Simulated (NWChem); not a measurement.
C3H4F2O; SMILES CO/C(F)=C/F

```xyz
10

C      0.0540     2.2425     0.2091
O      0.6424     1.1214    -0.4753
C      0.0097    -0.0470    -0.2978
F     -1.2879    -0.0561    -0.6573
C      0.6149    -1.1418     0.1574
F     -0.0254    -2.3263     0.2112
H      0.6921     3.0976    -0.0160
H     -0.9611     2.4295    -0.1528
H      0.0363     2.0620     1.2906
H      1.6487    -1.1551     0.4757
```
Atoms are numbered in this order, from 1.

Results from NWChem. Pople sets run with spherical d functions. Coordinates come from a B3LYP/6-31G* (spherical d) optimisation. Level: B3LYP/6-31G* with SMD (1 M gas to 1 M solution), gas-phase geometry.

For solvent toluene:

- solvation free energy (kcal/mol) = -1.5
- cavity-dispersion-structure term (kcal/mol) = 0.7
- dipole in solution (D) = 2.86

**Question.** How do the values read with solvent water instead?

**Answer.** The solvation free energy (kcal/mol) is 0.7, the cavity-dispersion-structure term (kcal/mol) is 5.4 and the dipole in solution (D) is 3.08.
